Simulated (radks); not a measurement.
Coulomb parameter of the 4d shell of the rhodium ion Rh3+ in the model configuration [Kr] 4d5 5s1, as a second difference U = [E(n + 0.25) + E(n - 0.25) - 2 E(n)] / (0.25)^2 with all orbitals relaxed. "Bare": the charge of the atom changes with n. "Screened": the 5s shell takes up the change at fixed total charge, which measures U(4d,4d) + U(5s,5s) - 2 U(4d,5s). Method: Dirac Kohn-Sham, PBE, spin-unpolarised, spherical densities, finite nucleus; open shells are shared between the two j in proportion to 2j + 1; Fermi nuclear charge, rms radius 4.4945 fm; computed with a radial shooting solver on a logarithmic mesh with Libxc functionals.

case	configuration	E - E(n) (eV)
start	[Kr] 4d5 5s1	0.000
bare +0.25	[Kr] 4d5.25 5s1	-10.423
bare -0.25	[Kr] 4d4.75 5s1	11.348
screened +0.25	[Kr] 4d5.25 5s0.75	-2.924
screened -0.25	[Kr] 4d4.75 5s1.25	3.062

U(bare) = 14.809 eV, U(screened by 5s) = 2.208 eV.
